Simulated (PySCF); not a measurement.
Isomers of C4H9NSi2.

All values: PBE0/def2-SVPD (PySCF) at PBE0-D3(BJ)/def2-SVP geometries, gas phase, one conformer each. Core orbitals are frozen in the response; Δα² is half the sum of the squared differences of the principal polarisabilities.

(1) Rank by polarisability anisotropy Δα, highest first.
A. `[CH:1]#[C:2][C@H:3]1[CH2:4][SiH2:5][NH:6][SiH2:7]1` with C2–C3–C4–Si5 164°, C3–C4–Si5–N6 -29°, C4–Si5–N6–Si7 8°, Si5–N6–Si7–C3 11°
B. `[N:1]#[C:2][Si@@H:3]1[CH2:4][CH2:5][CH2:6][SiH2:7]1` with C2–Si3–C4–C5 -86°, Si3–C4–C5–C6 -53°, C4–C5–C6–Si7 53°, C5–C6–Si7–Si3 -26°
C. `[N:1]#[C:2][C@@H:3]1[CH2:4][CH2:5][SiH2:6][SiH2:7]1` with C2–C3–C4–C5 -65°, C3–C4–C5–Si6 -53°, C4–C5–Si6–Si7 25°, C5–Si6–Si7–C3 2°

(2) Rank by HOMO–LUMO gap, highest first.
A. `[N:1]#[C:2][C@@H:3]1[CH2:4][Si@H:5]1[CH2:6][SiH3:7]` with C4–Si5–C6–Si7 29°
B. `[CH:1]#[C:2][C@H:3]1[CH2:4][SiH2:5][NH:6][SiH2:7]1` with C2–C3–C4–Si5 164°, C3–C4–Si5–N6 -29°, C4–Si5–N6–Si7 8°, Si5–N6–Si7–C3 11°
C. `[N:1]#[C:2][C@@H:3]1[CH2:4][CH2:5][SiH2:6][SiH2:7]1` with C2–C3–C4–C5 -65°, C3–C4–C5–Si6 -53°, C4–C5–Si6–Si7 25°, C5–Si6–Si7–C3 2°

(3) Rank by dipole moment, lowest first.
A. `[N:1]#[C:2][Si@@H:3]1[CH2:4][CH2:5][CH2:6][SiH2:7]1` with C2–Si3–C4–C5 -86°, Si3–C4–C5–C6 -53°, C4–C5–C6–Si7 53°, C5–C6–Si7–Si3 -26°
B. `[N:1]#[C:2][C@@H:3]1[CH2:4][Si@H:5]1[CH2:6][SiH3:7]` with C4–Si5–C6–Si7 29°
C. `[CH:1]#[C:2][C@H:3]1[CH2:4][SiH2:5][NH:6][SiH2:7]1` with C2–C3–C4–Si5 164°, C3–C4–Si5–N6 -29°, C4–Si5–N6–Si7 8°, Si5–N6–Si7–C3 11°
D. `[N:1]#[C:2][C@@H:3]1[CH2:4][CH2:5][SiH2:6][SiH2:7]1` with C2–C3–C4–C5 -65°, C3–C4–C5–Si6 -53°, C4–C5–Si6–Si7 25°, C5–Si6–Si7–C3 2°

Answers

(1) A (6.37 Å³), B (3.28 Å³), C (2.31 Å³).

(2) C (7.52 eV), B (7.38 eV), A (7.23 eV).

(3) C (1.04 D), D (3.96 D), A (4.55 D), B (5.67 D).

All values together:

```csv
SMILES,μ (D),HOMO (eV),LUMO (eV),α (Å³),Δα (Å³),ΔSCF removal energy (eV)
C#C[C@H]1C[SiH2]N[SiH2]1,1.04,-7.30,0.08,15.36,6.37,9.01
N#C[C@@H]1C[Si@H]1C[SiH3],5.67,-7.40,-0.16,15.52,6.35,9.24
N#C[C@@H]1CC[SiH2][SiH2]1,3.96,-7.97,-0.45,15.41,2.31,9.72
N#C[Si@@H]1CCC[SiH2]1,4.55,-7.91,-0.67,15.42,3.28,9.66
```

Conformers: `[CH:1]#[C:2][C@H:3]1[CH2:4][SiH2:5][NH:6][SiH2:7]1` with C2–C3–C4–Si5 164°, C3–C4–Si5–N6 -29°, C4–Si5–N6–Si7 8°, Si5–N6–Si7–C3 11°; `[N:1]#[C:2][C@@H:3]1[CH2:4][Si@H:5]1[CH2:6][SiH3:7]` with C4–Si5–C6–Si7 29°; `[N:1]#[C:2][C@@H:3]1[CH2:4][CH2:5][SiH2:6][SiH2:7]1` with C2–C3–C4–C5 -65°, C3–C4–C5–Si6 -53°, C4–C5–Si6–Si7 25°, C5–Si6–Si7–C3 2°; `[N:1]#[C:2][Si@@H:3]1[CH2:4][CH2:5][CH2:6][SiH2:7]1` with C2–Si3–C4–C5 -86°, Si3–C4–C5–C6 -53°, C4–C5–C6–Si7 53°, C5–C6–Si7–Si3 -26°.
